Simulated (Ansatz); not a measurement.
# Worked example: the barrier

An elementary step of AlSiH6ClO2F, doublet (AlSiH₃ClO ([SiH3][O][Al][Cl]) + H₂O + HF → AlHClO ([OH][Al][Cl]) + SiH₄O ([OH][SiH3]) + HF; bonds formed: O2–H7, H5–F8; dative contacts that become bonds: Al1–O6; bonds broken: H5–O6, H7–F8). “Start” is the structure reached by relaxing down from the saddle towards the reactants; PBE0-D4/def2-TZVP structures. The saddle:

Al1  (-1.173, 0.128, 1.092)
O2  (-0.010, -0.520, -0.199)
Si3  (-0.244, -0.722, -1.852)
Cl4  (-2.309, 1.628, 0.088)
H5  (1.211, 0.498, 1.620)
O6  (0.219, 0.865, 2.053)
H7  (1.027, -0.384, 0.190)
F8  (1.998, -0.039, 0.886)
H9  (-1.641, -1.170, -2.035)
H10  (0.714, -1.758, -2.298)
H11  (0.008, 0.554, -2.556)
H12  (0.199, 0.922, 3.009)
(Å)

Program: Ansatz 0.2.0. Basis: def2-TZVPP and def2-QZVPP. Cores are frozen in the correlated methods; orbitals are unrestricted.

Energies in eV:

| quantity | saddle | start |
| --- | --- | --- |
| Hartree–Fock, triple zeta (X = 3) | -33832.75874 | -33833.17846 |
| Hartree–Fock, quadruple zeta (X = 4) | -33833.88850 | -33834.31548 |
| MP2 correlation, X = 3 | -31.48740 | -31.23911 |
| MP2 correlation, X = 4 | -34.23316 | -33.98453 |
| CCSD(T) correlation, X = 3 | -33.75664 | -33.53731 |

Question: Work out the barrier at the basis limit: extrapolate Hartree–Fock as E(X) = E∞ + A exp(−7.88 √X) and the MP2 correlation as E(X) = E∞ + B X^−2.97 (the exponents that Neese and Valeev fitted for def2-TZVPP and QZVPP), then add CCSD(T) − MP2 in triple zeta.

Answer: Each step is linear, so take the differences first (saddle − start): Hartree–Fock 0.41972 (X = 3) and 0.42698 (X = 4); MP2 correlation -0.24829 and -0.24863; CCSD(T) correlation -0.21933.
Two points give E∞ = E(4) + w [E(4) − E(3)], with w = 1/(exp(7.88 (2 − √3)) − 1) = 0.1377 for Hartree–Fock and w = 1/((4/3)^2.97 − 1) = 0.7407 for the correlation.
Hartree–Fock: 0.42698 + 0.1377 × 0.00726 = 0.4280 eV.
MP2 correlation: -0.24863 + 0.7407 × (-0.00034) = -0.2489 eV.
CCSD(T) − MP2: -0.21933 − (-0.24829) = 0.0290 eV.
Sum: 0.4280 + (-0.2489) + 0.0290 = 0.2081 eV, or 4.80 kcal/mol. Plain CCSD(T) in triple zeta gives 0.2004 eV, so the larger basis shifts the result by 0.0077 eV.

T1 diagnostic: at most 0.012. ⟨S²⟩ of the unrestricted Hartree–Fock references: 0.75 (a pure state has 0.75).

Labels in which every atom is bracketed show which atoms are joined, not bond orders.

For scale, one of the runs: CCSD(T)/def2-TZVPP, 303 basis functions, launched by `ansatz run in.yaml --threads 4 --pin off --events-out ev --progress --plain --max-ram 66560MiB --backend cuda --devices 0, --max-vram 37GiB`. The run took 22 s on 4 CPU threads of an AMD EPYC 7R13 and a share of one NVIDIA H100 (shared host), with 0.84 GiB of host memory at its peak.
